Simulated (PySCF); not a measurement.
These 2 structures share the formula C2H5BO2. Computed with PBE0-D3(BJ)/def2-SVP geometry optimisation, gas phase in PySCF 2.14.0. Energies are electronic, without zero-point or thermal terms, for one conformer each. No frequencies were run at this level. Point groups hold within 0.08 Å.

Question: Rank from lowest to highest electronic energy at this level (kJ/mol).
A. `[CH2:1]=[CH:2][B:3]([OH:4])[OH:5]` with C2–B3–O4–H -179°, C2–B3–O5–H 180°
B. `B1OCCO1`

Answer: A (0.0), B (20.2).

As drawn, the lower has an O–H bond and a C=C bond outside aromatic rings, which the higher lacks.

| SMILES | E (Eh) | E rel (kJ/mol) | dipole (D) | point group | A, B, C (MHz) |
| --- | --- | --- | --- | --- | --- |
| C=CB(O)O | -254.13204 | 0.0 | 2.50 | Cs | 9401, 3846, 2730 |
| B1OCCO1 | -254.12434 | 20.2 | 2.43 | C2v | 8496, 7806, 4289 |

***

These 2 structures share the formula C5H5BN2. Method: PBE0-D3(BJ)/def2-SVP geometry optimisation, gas phase (PySCF). One conformer each; no zero-point energy, no entropy. No frequencies were run at this level. Point groups hold within 0.08 Å.

Problem. Order them by energy at this level, lowest first, and give relative energies in kJ/mol.
A. `[C-]#[N+]B1C=CC=CN1`
B. `CC#[N+][BH2-]C#CC#N`

Solution. A (0.0), B (364.7).

As drawn, the lower has an N–H bond, which the higher lacks.

```csv
SMILES,E (Eh),E rel (kJ/mol),dipole (D),point group,"A, B, C (MHz)"
[C-]#[N+]B1C=CC=CN1,-327.31660,0.0,4.76,Cs,"5353, 1551, 1203"
CC#[N+][BH2-]C#CC#N,-327.17770,364.7,11.12,Cs,"5092, 704.6, 624.6"
```
